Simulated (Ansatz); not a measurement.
H4GeSi, SMILES `[SiH3][GeH]` (excited triplet) (charge 0, multiplicity 3). This triplet is an excited state, 0.65 eV above the relaxed singlet at the level frozen-core CCSD(T)/cc-pVTZ // PBE0-D3(BJ)/def2-TZVP (Ansatz, an electronic-structure program).

Level of theory: frozen-core CCSD(T)/cc-pVDZ // PBE0-D3(BJ)/def2-TZVP in Ansatz.

Ansatz 0.2 input:
```yaml
crystal:
  periodic: [false, false, false]
  atoms:
    - { symbol: Si, position_ang: [-0.706706, 0.010993, 0.076346] }
    - { symbol: Ge, position_ang: [1.530277, -0.697006, -0.22567] }
    - { symbol: H, position_ang: [-0.899138, 0.651708, 1.405267] }
    - { symbol: H, position_ang: [-1.547419, -1.208412, -0.009487] }
    - { symbol: H, position_ang: [-1.112773, 0.970744, -0.985576] }
    - { symbol: H, position_ang: [2.735759, 0.271971, -0.260879] }
basis:
  gaussian: { orbitals: cc-pVDZ }
correlation:
  method: ccsd_t
magnetization:
  spin_polarized: true
  initial_magnetization: 2
```

Output:

```
Functional definition: HF
682 factors; integrals over basis functions are off by at most 1.1e-3 eV
mean field evaluation 1: about -64395.6289 eV, gradient 8.7e0 eV
mean field evaluation 2: about -64395.6445 eV, gradient 8.7e0 eV
mean field evaluation 4: about -64396.8412 eV, gradient 9.1e-1 eV
mean field evaluation 8: about -64396.8671 eV, gradient 3.4e-3 eV
mean field evaluation 16: about -64396.8452 eV, gradient 2.0e-1 eV
mean field -64396.86713081 eV, -2366.5412172931 hartree, gradient 5.1e-6 eV, S^2 2.010328; 0 other end points of the search recorded, 0 dependent functions left out
14 core orbitals not correlated
reference -64396.86713081 eV, -2366.5412172931 hartree; 12, 10 occupied and 39, 41 virtual orbitals, 682 factors
second order -5.04493897 eV of doubles, -0.00000000 eV of singles
cycle   1  -5.84030646 eV  change   -8.0e-1 eV  update   7.2e-2
cycle   2  -6.15071404 eV  change   -3.1e-1 eV  update   2.6e-2
cycle   3  -6.17118575 eV  change   -2.0e-2 eV  update   8.7e-3
cycle   4  -6.17086298 eV  change    3.2e-4 eV  update   3.7e-3
cycle   5  -6.17039685 eV  change    4.7e-4 eV  update   1.3e-3
cycle   6  -6.17044066 eV  change   -4.4e-5 eV  update   5.1e-4
cycle   7  -6.17063801 eV  change   -2.0e-4 eV  update   2.4e-4
cycle   8  -6.17069791 eV  change   -6.0e-5 eV  update   1.1e-4
cycle   9  -6.17065834 eV  change    4.0e-5 eV  update   4.5e-5
cycle  10  -6.17065747 eV  change    8.7e-7 eV  update   1.6e-5
perturbative correction -0.16790393 eV, -0.0061703557 hartree
Total energy: -64403.20569221 eV, -2366.7741551280 hartree
```
